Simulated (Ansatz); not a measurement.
H₃Au₃⁺. Total charge 1; doublet. Geometry PBE-D4/def2-TZVP, that of the neutral singlet; atoms count from 1.

```xyz
6

Au   -1.046   -0.280   -1.109
Au   -0.243   -0.512    1.443
Au    1.290    0.793   -0.334
H    -1.118    0.083   -2.634
H     2.525    1.242    0.523
H    -1.408   -1.324    2.111
```

In the def2 sets Au takes a core potential; there is no spin–orbit coupling. The structure comes from a short search, and lower isomers may exist.

Problem. Estimate the Mulliken populations from the PBE0/def2-TZVP orbitals of Ansatz.

Solution. 
```
atom  charge (e)  spin (α − β)  d electrons
 Au1        0.18          0.12         9.59
 Au2        0.35          0.34         9.54
 Au3        0.18          0.09         9.59
  H4        0.14          0.25            –
  H5        0.05         -0.06            –
  H6        0.10          0.26            –
```
Mulliken values depend strongly on the basis.

Problem. Where does the spin sit?

Solution. Summed by element: Au 0.55, H 0.45, of 1 unpaired in all. Largest on single atoms: Au2 0.34, H6 0.26, H4 0.25.

Problem. And the Mayer bond orders between heavy atoms (over 0.3)?

Solution. Au1–Au2 0.48 (2.68 Å); Au2–Au3 0.53 (2.68 Å).
